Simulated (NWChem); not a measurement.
System: 1-butanol (C$_{4}$H$_{10}$O); SMILES OCCCC

NWChem input:

```
start job
memory heap 200 mb stack 900 mb global 1100 mb
geometry units angstroms noautosym nocenter noautoz
  C      0.337272    -2.511097     0.000034
  C     -0.508022    -1.232948    -0.001599
  C      0.340661     0.044386     0.000277
  C     -0.495642     1.317627    -0.000648
  O      0.393182     2.429640     0.000818
  H      0.985628    -2.557643    -0.883475
  H     -0.293442    -3.407456    -0.000996
  H      0.982493    -2.557478     0.885843
  H     -1.170799    -1.233402     0.875652
  H     -1.167123    -1.233249    -0.881611
  H      0.995931     0.060401     0.881451
  H      0.998777     0.060993    -0.878774
  H     -1.152064     1.332660     0.886251
  H     -1.149774     1.333049    -0.889236
  H     -0.139847     3.238784     0.002528
end
basis spherical
  C library def2-svp
  O library def2-svp
  H library def2-svp
end
dft
  xc xcamb88 1.00 lyp 0.81 vwn_5 0.19 hfexch 1.00
  cam 0.33 cam_alpha 0.19 cam_beta 0.46
  iterations 150
end
property
  efieldgrad
end
task dft property
```

NWChem printed, in part:

```
             Northwest Computational Chemistry Package (NWChem) 7.3.0
             --------------------------------------------------------

                             Geometry "geometry" -> ""
                             -------------------------

 Output coordinates in angstroms (scale by  1.889725989 to convert to a.u.)

  No.       Tag          Charge          X              Y              Z
 ---- ---------------- ---------- -------------- -------------- --------------
    1 C                    6.0000     0.33727200    -2.51109700     0.00003400
    2 C                    6.0000    -0.50802200    -1.23294800    -0.00159900
    3 C                    6.0000     0.34066100     0.04438600     0.00027700
    4 C                    6.0000    -0.49564200     1.31762700    -0.00064800
    5 O                    8.0000     0.39318200     2.42964000     0.00081800
    6 H                    1.0000     0.98562800    -2.55764300    -0.88347500
    7 H                    1.0000    -0.29344200    -3.40745600    -0.00099600
    8 H                    1.0000     0.98249300    -2.55747800     0.88584300
    9 H                    1.0000    -1.17079900    -1.23340200     0.87565200
   10 H                    1.0000    -1.16712300    -1.23324900    -0.88161100
   11 H                    1.0000     0.99593100     0.06040100     0.88145100
   12 H                    1.0000     0.99877700     0.06099300    -0.87877400
   13 H                    1.0000    -1.15206400     1.33266000     0.88625100
   14 H                    1.0000    -1.14977400     1.33304900    -0.88923600
   15 H                    1.0000    -0.13984700     3.23878400     0.00252800

 Effective nuclear repulsion energy (a.u.)     184.4283794586

                              NWChem Property Module
                              ----------------------

  itol2e modified to match energy
  convergence criterion.

                                 NWChem DFT Module
                                 -----------------

[...]

          -----------------------
          Electric field gradient
          -----------------------

 1 a.u. = 0.324123 10**(16) esu/cm**3  ( or statvolts/cm**2 ) = 0.97174 10**(22) v/m**2

 ------------------------------------------------------------
   Atom      X         Y         Z
 ------------------------------------------------------------
    1 C    0.63735  -4.74529   0.00006
 ------------------------------------------------------------

 Electric field gradient in molecular frame (a.u.)
         XX             YY             ZZ             XY             XZ             YZ
 ------------------------------------------------------------------------------------------
       -0.005128      -0.006841       0.011969       0.020853      -0.000038       0.000050

 Principal components (a.u.) and orientation
 of principal axis w.r.t. absolute frame                      Asymmetry parameter eta
 --------------------------------------------------------------------------------------
       -0.026855       0.014886       0.011969                       0.108604

       -0.692450       0.721460      -0.002881
        0.721464       0.692452      -0.000525
       -0.001616       0.002442       0.999996

 ------------------------------------------------------------
   Atom      X         Y         Z
 ------------------------------------------------------------
    2 C   -0.96002  -2.32993  -0.00302
 ------------------------------------------------------------

 Electric field gradient in molecular frame (a.u.)
         XX             YY             ZZ             XY             XZ             YZ
 ------------------------------------------------------------------------------------------
       -0.014921      -0.009873       0.024794       0.002509      -0.000070       0.000001

 Principal components (a.u.) and orientation
 of principal axis w.r.t. absolute frame                      Asymmetry parameter eta
 --------------------------------------------------------------------------------------
        0.024794      -0.015956      -0.008838                       0.287058

       -0.001768       0.924448       0.381303
       -0.000104      -0.381304       0.924450
        0.999998       0.001594       0.000771

 ------------------------------------------------------------
   Atom      X         Y         Z
 ------------------------------------------------------------
    3 C    0.64376   0.08388   0.00052
 ------------------------------------------------------------

 Electric field gradient in molecular frame (a.u.)
         XX             YY             ZZ             XY             XZ             YZ
 ------------------------------------------------------------------------------------------
       -0.032333      -0.000069       0.032401       0.009319      -0.000119       0.000006

 Principal components (a.u.) and orientation
 of principal axis w.r.t. absolute frame                      Asymmetry parameter eta
 --------------------------------------------------------------------------------------
       -0.034831       0.032402       0.002429                       0.860505

        0.965896      -0.001888       0.258924
       -0.258925      -0.000368       0.965897
        0.001728       0.999998       0.000845

 ------------------------------------------------------------
   Atom      X         Y         Z
 ------------------------------------------------------------
    4 C   -0.93663   2.48995  -0.00122
 ------------------------------------------------------------

[...]
```

Level: CAM-B3LYP/def2-SVP. Structure relaxed at the B3LYP/6-31G* (spherical d) level. NWChem prints the field gradient with the sign opposite to the second derivative of the potential.
